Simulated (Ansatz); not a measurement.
ClF2GeHS (`[F][Ge]([F])([SH])[Cl]`). The species carries charge 0 and has multiplicity 1. All single points use the PBE0-D4/def2-TZVP geometry. It is one conformer, not always the lowest.

```xyz
6

F    -1.814    0.746   -0.662
Ge   -0.256    0.107   -0.360
F     0.799    0.980   -1.390
S     0.179    0.417    1.748
Cl   -0.190   -1.901   -1.011
H     1.283   -0.349    1.676
```

**Question.** What is the dipole moment at ωB97M-V/def2-TZVPP? (Estimate.)

**Answer.** Ansatz gave: 2.41 D, with components (1.16, -1.02, 1.86) D in this frame, pointing from negative to positive charge.

**Question.** And with PBE, r2SCAN, B3LYP? (Best estimate.)

**Answer.** The calculation gave: PBE 2.29 D, r2SCAN 2.35 D, B3LYP 2.43 D.

**Question.** Give the Mulliken charges with ωB97M-V, r2SCAN, PBE in def2-TZVPP. (Estimate.)

**Answer.** The calculation gave: 
```
atom  ωB97M-V  r2SCAN    PBE
  F1    -0.34   -0.34  -0.30
 Ge2     0.95    1.02   0.90
  F3    -0.34   -0.33  -0.29
  S4    -0.21   -0.23  -0.23
 Cl5    -0.21   -0.25  -0.22
  H6     0.14    0.13   0.14
```

B3LYP here is the variant with VWN-RPA as its local correlation; programs differ in this.
